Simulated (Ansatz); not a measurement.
`[NH2][W](=[O])(=[S])[Cl]` + NH₃ → `[NH2][W]([NH2])(=[O])=[S]` + HCl at 298.15 K and 1 bar (ligand exchange at a W–Cl bond).

Calculated with Ansatz (gas phase, PBE0-D4/def2-TZVP geometries, no zero-point term in ΔE). CCSD(T)/CBS is the MP2 limit (def2-TZVPP, def2-QZVPP) plus CCSD(T) − MP2 in def2-TZVPP, frozen cores. This one scheme is used for every species. def2 core potentials past Kr. For W outer-core shells are correlated without core-valence functions, which leaves a few kJ/mol of doubt a bond. One conformer a species, not always the lowest.

```
                    species  CCSD(T)/CBS energy (Eh)  H − E (kJ/mol)  S (J/(mol·K))
 `[NH2][W](=[O])(=[S])[Cl]`              -1055.77782           105.1          359.8
                        NH₃                -56.50880           100.5          192.4
`[NH2][W]([NH2])(=[O])=[S]`               -651.88184           169.0          365.0
                        HCl               -460.38127            26.6          186.8
```

H − E and S are ideal-gas, rigid-rotor, harmonic terms from PBE0-D4/def2-TZVP, for one conformer and one mirror image of each species. 1 Eh = 2625.50 kJ/mol, R = 8.31446 J/(mol·K).

Task: By hand: ΔE, ΔH, ΔS and ΔG.

Result: ΔE = (-651.88184) + (-460.38127) − (-1055.77782) − (-56.50880) = 0.02351 Eh = 61.7 kJ/mol. Δ(H − E) = 169.0 + 26.6 − 105.1 − 100.5 = -10.0, so ΔH = 51.7 kJ/mol. ΔS = 365.0 + 186.8 − 359.8 − 192.4 = -0.4 J/(mol·K). ΔG = 51.7 − 298.15 × (-0.4)/1000 = 51.8 kJ/mol.

Task: By hand: the equilibrium constant, and the temperature at which ΔG would vanish if ΔH and ΔS stayed fixed.

Result: log₁₀ K = −ΔG/(RT ln 10) = -9.1. ΔH and −TΔS have one sign here, so there is no such temperature.

The number of gas molecules stays the same, so ΔS is small and ΔH decides. A doubt of 5 kJ/mol in ΔE shifts log₁₀ K by 0.9 here. Other conformers and mirror images would add mixing entropy, several J/(mol·K) or more a flexible species. These are equilibria of isolated gas molecules and say nothing of rates. Largest T1 diagnostic: 0.022 (customary marks: 0.02 for closed shells, 0.045 for open ones).

ΔS is within the doubt of such terms, so its sign, and with it that verdict, could turn.
